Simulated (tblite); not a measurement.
Give a GFN2-xTB geometry of `C(C)C(OCSC)=O`.

```xyz
18
C5H10O2S angstrom
C     -2.783   -0.789   -0.674
C     -1.837   -0.313    0.431
C     -0.912    0.738   -0.129
O     -1.135    1.915   -0.177
O      0.203    0.167   -0.630
C      1.186    1.011   -1.182
S      2.566    1.255   -0.025
C      3.179   -0.454    0.013
H     -2.223   -1.266   -1.474
H     -3.333    0.054   -1.086
H     -3.495   -1.504   -0.271
H     -2.411    0.133    1.243
H     -1.250   -1.150    0.808
H      0.771    2.000   -1.391
H      1.563    0.535   -2.088
H      3.948   -0.497    0.777
H      2.358   -1.117    0.269
H      3.597   -0.711   -0.956
```

Orientation and origin are arbitrary. Atoms count from 1 in this order. Of the pairs four or more bonds apart, O4···H14 is among the closest relative to their van der Waals radii: 2.26 Å, 83 % of the sum of Bondi's values. S7 (sulfide sulfur) is bent (angle 98.2°). The 2 C–C bonds span 1.508 Å (C2–C3, drawn single) to 1.530 Å (C1–C2, drawn single), a spread of 0.022 Å. The C–O distances run from 1.199 Å (C3=O4, drawn double) to 1.408 Å (O5–C6, drawn single), a spread of 0.209 Å.

Bonds between heavy atoms (Å): C1–C2 1.530, C2–C3 1.508, C3=O4 1.199, C3–O5 1.349, O5–C6 1.408, C6–S7 1.818, S7–C8 1.817.

The geometry is computed with GFN2-xTB (gas phase).

Point group: C1 (no symmetry element, even within 0.4 Å). Its lowest GFN2-xTB frequency is 6i cm⁻¹, too small to tell a flat minimum from a shallow saddle. The numbers are those of one conformer (C1–C2–C3–O4 88°, C2–C3–O5–C6 -179°, C3–O5–C6–S7 102°, O5–C6–S7–C8 65°). 3 starts were optimised and ended at 0.00, 0.75 and 3.52 kcal/mol (GFN2-xTB); the lowest of these is shown.

Hardware: Arm Neoverse V1, one thread, shared host with 32 logical CPUs at a one-minute load of 10. Cost: 1.0 s wall. This is the geometry optimisation.
